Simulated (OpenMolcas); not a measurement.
**Multiplet structure of Re4+**

| Quantity | Value |
| --- | --- |
| Program | OpenMolcas 26.06 |
| Method | MS-CASPT2, IPEA 0.25 Eh, imaginary shift 0.1 Eh (closed shells correlated: 5s 5p) |
| Basis | ANO-RCC-VTZP [8s7p5d3f2g1h] |
| Scalar Hamiltonian | DKH2, point nucleus |
| Active space | 3 electrons in 5 orbitals (5d) |
| State averaging | 2S+1 = 4 even, 10 roots; 2S+1 = 2 even, 40 roots |
| Spin-orbit coupling | RASSI with atomic mean-field integrals over the reference wave functions, term energies averaged over their components |

With spin-orbit coupling, above the lowest level:

```json
{"Configuration": "5d3", "Term": "4F", "J": "3/2", "E (cm-1)": "0.0", "Measured (cm-1)": "0.0", "g": "0.472", "Term weight %": "85", "Second": "12 2D(1)"}
{"Configuration": "5d3", "Term": "4F", "J": "5/2", "E (cm-1)": "4910", "Measured (cm-1)": "4853", "g": "1.036", "Term weight %": "95", "Second": "4 2D(1)"}
{"Configuration": "5d3", "Term": "4F", "J": "7/2", "E (cm-1)": "9100", "Measured (cm-1)": "8973", "g": "1.203", "Term weight %": "89", "Second": "10 2G"}
{"Configuration": "5d3", "Term": "4F", "J": "9/2", "E (cm-1)": "12140", "Measured (cm-1)": "11914", "g": "1.245", "Term weight %": "66", "Second": "27 2G"}
{"Configuration": "5d3", "Term": "4P", "J": "3/2", "E (cm-1)": "12810", "Measured (cm-1)": "", "g": "1.391", "Term weight %": "45", "Second": "37 2P"}
{"Configuration": "5d3", "Term": "4P", "J": "1/2", "E (cm-1)": "14870", "Measured (cm-1)": "14325", "g": "1.988", "Term weight %": "66", "Second": "34 2P"}
{"Configuration": "5d3", "Term": "2G", "J": "7/2", "E (cm-1)": "19570", "Measured (cm-1)": "19013", "g": "0.933", "Term weight %": "87", "Second": "11 4F"}
{"Configuration": "5d3", "Term": "2H", "J": "9/2", "E (cm-1)": "20670", "Measured (cm-1)": "19967", "g": "1.057", "Term weight %": "56", "Second": "26 4F"}
{"Configuration": "5d3", "Term": "4P", "J": "5/2", "E (cm-1)": "21550", "Measured (cm-1)": "20922", "g": "1.558", "Term weight %": "90", "Second": "6 2D(1)"}
{"Configuration": "5d3", "Term": "2D(1)", "J": "3/2", "E (cm-1)": "24000", "Measured (cm-1)": "", "g": "1.219", "Term weight %": "44", "Second": "43 4P"}
{"Configuration": "5d3", "Term": "2P", "J": "1/2", "E (cm-1)": "24460", "Measured (cm-1)": "23669", "g": "1.349", "Term weight %": "66", "Second": "34 4P"}
{"Configuration": "5d3", "Term": "2H", "J": "11/2", "E (cm-1)": "28060", "Measured (cm-1)": "27077", "g": "1.091", "Term weight %": "100", "Second": ""}
{"Configuration": "5d3", "Term": "2D(1)", "J": "5/2", "E (cm-1)": "29850", "Measured (cm-1)": "28739", "g": "1.214", "Term weight %": "87", "Second": "6 4P"}
{"Configuration": "5d3", "Term": "2G", "J": "9/2", "E (cm-1)": "31150", "Measured (cm-1)": "", "g": "1.052", "Term weight %": "54", "Second": "38 2H"}
{"Configuration": "5d3", "Term": "2P", "J": "3/2", "E (cm-1)": "33660", "Measured (cm-1)": "", "g": "1.180", "Term weight %": "54", "Second": "31 2D(1)"}
{"Configuration": "5d3", "Term": "2F", "J": "5/2", "E (cm-1)": "35900", "Measured (cm-1)": "34162", "g": "0.902", "Term weight %": "88", "Second": "10 2D(2)"}
{"Configuration": "5d3", "Term": "2F", "J": "7/2", "E (cm-1)": "36180", "Measured (cm-1)": "34625", "g": "1.134", "Term weight %": "96", "Second": "4 2G"}
{"Configuration": "5d3", "Term": "2D(2)", "J": "3/2", "E (cm-1)": "54680", "Measured (cm-1)": "", "g": "0.805", "Term weight %": "97", "Second": "2 2D(1)"}
{"Configuration": "5d3", "Term": "2D(2)", "J": "5/2", "E (cm-1)": "54720", "Measured (cm-1)": "52467", "g": "1.177", "Term weight %": "86", "Second": "10 2F"}
```

Against the 13 measured excited levels shown (the list in Brasseur, Gamrath and Quinet, At. Data Nucl. Data Tables 157, 101636 (2024)) the mean absolute deviation is 870 cm-1; the largest miss in energy is 5d3 2D 5/2(2): computed 54720, measured 52467 cm-1 (+4.3 %).

Spin-orbit coupling puts the lowest level 10342 cm-1 below the lowest spin-free term.

A least-squares Racah fit to the terms below 60000 cm-1, each weighted by 2L + 1 and with a free common offset, gives B = 737 cm-1 and C = 2947 cm-1 (C/B = 4.00), with an rms deviation of 630 cm-1.

CASPT2 does not keep the components of a term degenerate, so their means are used; among the terms shown or strongly mixed into the levels shown the widest spread is 480 cm-1 (5d3 4F). Computed and measured levels are paired by configuration, term and J; levels that our copy of the source lacks, or whose pairing is in doubt (as where it misses far off the trend of its configuration), stay unpaired and out of the deviations. Only configurations of the active space appear.

The term weight is that of the spin-free term in the level, not the purity of its configuration. A number in round brackets counts repeated terms of one configuration in the order of the reference energies.
